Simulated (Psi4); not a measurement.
H₆Si₂, charge +1, doublet, at a GFN2-xTB geometry (a state made from the parent by changing its charge; the spin is typed, not shown lowest). Base run: HF/6-31G* in Psi4.

The Psi4 input:
```
memory 2 GB

molecule mol {
1 2
Si    0.018948   -0.007538    1.342618
Si   -0.018948    0.007538   -1.342618
H     0.042382    1.423416    1.613667
H    -1.227613   -0.708252    1.619622
H     1.253222   -0.742212    1.584420
H    -0.011323   -1.423504   -1.614106
H    -1.268830    0.715356   -1.584350
H     1.212161    0.735197   -1.619253
}

set {
  basis 6-31g*
  reference uhf
  stability_analysis check
  scf_type pk
}

energy('scf')
print_variables()
```

The bond that is stretched is that between atoms 8 and 2. A test that says stable can miss a lower solution.

The base run was repeated with changes; each row names its change, and settings that it needs were set with it.

```csv
change,ΔE vs base (mEh),<S^2>
base,0.000,0.754
stability_analysis = follow; reference = uhf,0.000,0.754
bond × 1.25,32.768,0.754
stability_analysis = follow; reference = uhf; bond × 1.25,32.768,0.754
bond × 1.5,79.399,1.006
stability_analysis = follow; reference = uhf; bond × 1.5,79.399,1.006
bond × 1.8,99.007,1.222
stability_analysis = follow; reference = uhf; bond × 1.8,99.007,1.222
bond × 2.2,113.2,0.756
stability_analysis = follow; reference = uhf; bond × 2.2,105.3,1.288
bond × 3.0,107.4,1.311
stability_analysis = follow; reference = uhf; bond × 3.0,107.4,1.311
```

Psi4 reported an instability in these rows: bond × 2.2; stability_analysis = follow; reference = uhf; bond × 2.2 (restricted rows aren't judged here).

On stretching, the SCF can end on different states; <S^2> shows the spin contamination of each.
